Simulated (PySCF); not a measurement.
Species: C5H16AlNOSi.
Geometry (PBE0-D3(BJ)/def2-SVP, Å), atoms numbered from 1 in this order:
```
atom  x, y, z in Å
C1    -1.197   -1.717   -0.771
N2    -0.914   -0.600    0.138
C3    -1.595   -0.824    1.419
Al4   -1.498    1.267   -0.620
C5     0.117    2.069    0.261
C6     0.791    0.933    1.038
C7     0.547   -0.410    0.353
O8     1.131   -0.456   -0.908
Si9    2.722   -0.113   -1.304
H10   -2.281   -1.770   -0.936
H11   -0.697   -1.547   -1.729
H12   -0.851   -2.673   -0.339
H13   -2.662   -0.993    1.231
H14   -1.510    0.058    2.065
H15   -1.171   -1.701    1.940
H16   -1.504    1.101   -2.217
H17   -2.935    1.455    0.081
H18   -0.100    2.915    0.931
H19    0.799    2.457   -0.514
H20    1.887    1.049    1.146
H21    0.417    0.876    2.073
H22    0.918   -1.258    0.970
H23    2.888   -0.598   -2.699
H24    3.637   -0.853   -0.380
H25    3.019    1.346   -1.221
```

Computed, not measured: PBE0-D3(BJ)/def2-SVP geometry optimisation, gas phase (PySCF 2.14.0).

(1) Which atoms are bound to Al4, and at what distances?

(2) List the angles at Al4.

(3) Describe the arrangement about Al4 in numbers.

(4) What are the other bond lengths?

(5) Give some angles away from the centre.

(6) What are the rotational constants (commonest isotopes, rigid rotor)?

Results:

(1) 4 atoms: H16 1.605 Å, H17 1.611 Å, C5 2.007 Å, N2 2.098 Å. The nearest atom not counted as bound is H19, at 2.59 Å.

(2) 
```json
{"angle": "C5–Al4–H16", "degrees": "118.8", "distance of the outer atoms (Å)": "3.12"}
{"angle": "C5–Al4–H17", "degrees": "118.7", "distance of the outer atoms (Å)": "3.12"}
{"angle": "H16–Al4–H17", "degrees": "116.2", "distance of the outer atoms (Å)": "2.73"}
{"angle": "N2–Al4–H16", "degrees": "105.6", "distance of the outer atoms (Å)": "2.96"}
{"angle": "N2–Al4–H17", "degrees": "101.2", "distance of the outer atoms (Å)": "2.88"}
{"angle": "N2–Al4–C5", "degrees": "88.5", "distance of the outer atoms (Å)": "2.86"}
```

(3) Angles from 88.5° to 118.8°; τ4 = (360° − α − β)/141° = 0.87 with α and β the two widest (0 for a square, 1 for a tetrahedron).

(4) C1–N2 1.468 Å; N2–C3 1.468 Å; C5–C6 1.532 Å; C6–C7 1.527 Å; C7–O8 1.390 Å; O8–Si9 1.675 Å; N2–C7 1.489 Å. (A selection.)

(5) C1–N2–C3 109.6°, C1–N2–Al4 113.5°, C1–N2–C7 112.1°, C3–N2–Al4 108.8°, C3–N2–C7 110.4°, Al4–N2–C7 102.2°, Al4–C5–C6 106.2°, C5–C6–C7 110.8°, C6–C7–O8 111.7°, N2–C7–C6 109.5°.

(6) A = 1633, B = 897.5, C = 773.9 MHz: an asymmetric top.

Point group: C1 (no symmetry element, even within 0.4 Å). Charge 0, singlet. PBE0-D3(BJ)/def2-SVP frequencies: not computed here.

One conformer stands for the species.
